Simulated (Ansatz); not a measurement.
Consider the formal exchange of groups at a C–P bond: `CP(C)C` + `FC1=C[SiH2]1` → `CC1=C(F)[SiH2]1` + `CPC`.

Program: Ansatz. Geometries: PBE0-D4/def2-TZVP. ΔE: electronic, gas phase. CCSD(T)/CBS is the MP2 limit (def2-TZVPP, def2-QZVPP) plus CCSD(T) − MP2 in def2-TZVPP, frozen cores. Functionals use def2-TZVPP.

`CP(C)C`:

Z-matrix (Å, degrees):
```
C
P 1 1.839
H 1 1.092 2 109.5
H 1 1.092 2 109.5 3 -117.8
H 1 1.094 2 112.3 3 121.1
C 2 1.839 1 99.4 3 -171.9
C 2 1.839 1 99.4 3 -70.7
H 6 1.092 2 109.5 1 -70.7
H 6 1.094 2 112.3 1 50.4
H 6 1.092 2 109.5 1 171.5
H 7 1.092 2 109.5 1 70.3
H 7 1.094 2 112.3 1 -50.8
H 7 1.092 2 109.5 1 -171.9
```

`FC1=C[SiH2]1`:

```xyz
7

F     1.020    1.537   -1.336
C     0.389    0.667   -0.569
C    -0.863    0.494   -0.180
Si    0.269   -0.768    0.505
H    -1.830    0.960   -0.318
H     0.711   -0.735    1.921
H     0.304   -2.154   -0.022
```

`CC1=C(F)[SiH2]1`:

Cartesian coordinates in Å:
```
C 1.447 -0.649 0.115
C 0.090 -0.085 -0.059
C -0.942 -0.142 -0.888
F -1.198 -0.794 -2.014
Si -1.315 0.979 0.457
H 2.191 0.151 0.161
H 1.515 -1.199 1.057
H 1.713 -1.324 -0.701
H -2.216 0.607 1.578
H -1.285 2.456 0.295
```

`CPC`:

Z-matrix (Å, degrees):
```
C
P 1 1.844
H 1 1.092 2 109.3
H 1 1.092 2 113.1 3 121.7
H 1 1.092 2 108.8 3 -117.2
C 2 1.844 1 100.2 3 -169.4
H 2 1.422 1 97.1 3 -70.8
H 6 1.092 2 113.1 1 47.6
H 6 1.092 2 108.8 1 -73.4
H 6 1.092 2 109.3 1 169.4
```

```csv
level,ΔE (kJ/mol)
PBE-D4,4.8
ωB97M-V,10.4
B2PLYP,5.6
CCSD/def2-TZVPP,7.2
MP2/def2-QZVPP,11.9
SCS-MP2/def2-QZVPP,9.2
HF/CBS(def2),2.7
CCSD/CBS(def2),9.9
```

(1) What does CCSD(T)/CBS give? (Estimate.)

Largest T1 diagnostic among the species: 0.014.

Results:

(1) Computed: +10.9 kJ/mol. The listed levels differ from it by -6.1, -0.5, -5.3, -3.7, 1.0, -1.7, -8.2, -1.0 kJ/mol.

The D4 term adds +3.2 kJ/mol with B3LYP and +1.6 kJ/mol with PBE0; it sums over pairs of atoms, weighted by their polarisabilities, and B3LYP, whose exchange is more repulsive, gets the larger term. In def2-TZVPP, CCSD(T) changes the Hartree–Fock value by +6.1 kJ/mol (the triples alone add +1.0 kJ/mol) and MP2 by +8.0 kJ/mol.

B3LYP here is the variant with VWN-RPA as its local correlation; programs differ in this.
